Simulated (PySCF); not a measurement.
A mixed set of molecules.

All values: CAM-B3LYP/def2-SVPD (PySCF) at GFN2-xTB geometries, gas phase, one conformer each. Core orbitals are frozen in the response; Δα² is half the sum of the squared differences of the principal polarisabilities.

Problem. Rank by HOMO energy, highest first.
A. `CPc1ccco1`
B. `C=CC1=C(OC)P1`
C. `CO[SiH2]C(C)=C(F)F`
D. `C#C[Si@H]1C/C(=C/F)C1=C`
E. `N#CC1=CC(=O)OC1=O`
F. `CO[Si@@H](F)C/C=C/F`

Solution. B (-7.16 eV), A (-7.48 eV), D (-7.94 eV), F (-8.55 eV), C (-8.71 eV), E (-11.00 eV).

Problem. Rank by dipole moment, lowest first.
A. `N#CC1=CC(=O)OC1=O`
B. `CC1=CC=C[P@H]1=O`
C. `[CH2:1]=[CH:2][C:3]1=[C:4]([O:5][CH3:6])[PH:7]1` with C1–C2–C3–C4 180°, C3–C4–O5–C6 176°
D. `[CH3:1][O:2][Si@@H:3]([F:4])[CH2:5]/[CH:6]=[CH:7]/[F:8]` with C1–O2–Si3–F4 57°, O2–Si3–C5–C6 -175°, Si3–C5–C6–C7 -111°
E. `C#C[Si@H]1C/C(=C/F)C1=C`
F. `[O:1]=[C:2]([OH:3])[c:4]1[cH:5][cH:6][o:7][cH:8]1` with O1–C2–O3–H 0°, O1–C2–C4–C5 180°

Solution. C (1.52 D), E (1.72 D), F (2.12 D), A (2.70 D), D (3.04 D), B (4.58 D).

All values together:

```tsv
SMILES	formula	μ (D)	HOMO (eV)	LUMO (eV)	α (Å³)	Δα (Å³)	electrons	α per electron (Å³)
N#CC1=CC(=O)OC1=O	C5HNO3	2.70	-11.00	-3.21	10.38	8.58	62	0.167
CPc1ccco1	C5H7OP	1.47	-7.48	0.87	12.76	5.89	60	0.213
CC1=CC=C[P@H]1=O	C5H7OP	4.58	-8.37	-1.00	11.78	4.62	60	0.196
C#C[Si@H]1C/C(=C/F)C1=C	C7H7FSi	1.72	-7.94	-0.32	15.85	6.65	72	0.220
O=C(O)c1ccoc1	C5H4O3	2.12	-8.50	-0.04	9.74	5.82	58	0.168
CO[SiH2]C(C)=C(F)F	C4H8F2OSi	2.59	-8.71	0.94	11.67	4.37	72	0.162
CO[Si@@H](F)C/C=C/F	C4H8F2OSi	3.04	-8.55	1.06	11.44	5.09	72	0.159
C=CC1=C(OC)P1	C5H7OP	1.52	-7.16	0.24	14.05	9.35	60	0.234
```

Conformers: `[CH3:1][PH:2][c:3]1[cH:4][cH:5][cH:6][o:7]1` with C1–P2–C3–C4 -112°; `[O:1]=[C:2]([OH:3])[c:4]1[cH:5][cH:6][o:7][cH:8]1` with O1–C2–O3–H 0°, O1–C2–C4–C5 180°; `[CH3:1][O:2][SiH2:3][C:4]([CH3:5])=[C:6]([F:7])[F:8]` with C1–O2–Si3–C4 180°, O2–Si3–C4–C5 0°; `[CH3:1][O:2][Si@@H:3]([F:4])[CH2:5]/[CH:6]=[CH:7]/[F:8]` with C1–O2–Si3–F4 57°, O2–Si3–C5–C6 -175°, Si3–C5–C6–C7 -111°; `[CH2:1]=[CH:2][C:3]1=[C:4]([O:5][CH3:6])[PH:7]1` with C1–C2–C3–C4 180°, C3–C4–O5–C6 176°.

Problem. How closely does the mean polarisability follow the number of electrons in this set?

Solution. The correlation coefficient is 0.34; α per electron runs from 0.159 to 0.234 Å³.
